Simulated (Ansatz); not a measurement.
Pb3Se3 (the lowest singlet isomer of a short search). Charge 0, multiplicity 1. Geometry r2SCAN-D4/def2-SVP, basis def2-TZVP, Ansatz.

```
atom   x (Å)   y (Å)   z (Å)
 Pb1  -1.666   0.533  -0.598
 Pb2   0.603  -1.531   0.842
 Pb3   1.963   1.843  -0.451
 Se4  -2.040  -1.916   0.468
 Se5   0.220   1.318   1.543
 Se6   0.921  -0.248  -1.805
```

```json
{"run": "A", "HOMO (eV)": "-8.13", "LUMO (eV)": "-1.14"}
{"run": "B", "HOMO (eV)": "-5.26", "LUMO (eV)": "-3.47"}
{"run": "C", "HOMO (eV)": "-5.97", "LUMO (eV)": "-2.93"}
{"run": "D", "HOMO (eV)": "-7.82", "LUMO (eV)": "-1.36"}
{"run": "E", "HOMO (eV)": "-5.04", "LUMO (eV)": "-3.49"}
```

In the def2 sets Pb takes a core potential; there is no spin–orbit coupling. LC-ωPBE has ω = 0.4 bohr⁻¹. The structure comes from a short search, and lower isomers may exist.

Problem. The runs used LC-ωPBE, PBE, PBE0, r2SCAN, ωB97M-V. Estimate which is which.

Solution. A LC-ωPBE (range-separated); B r2SCAN (0 % exact exchange); C PBE0 (25 % exact exchange); D ωB97M-V (range-separated); E PBE (0 % exact exchange). Exact exchange lowers occupied and raises empty levels; among semilocal functionals meta-GGAs tend to open the gap a little, and such runs are hard to tell apart. The gap grows from 1.55 eV (PBE) to 7.00 eV (LC-ωPBE).
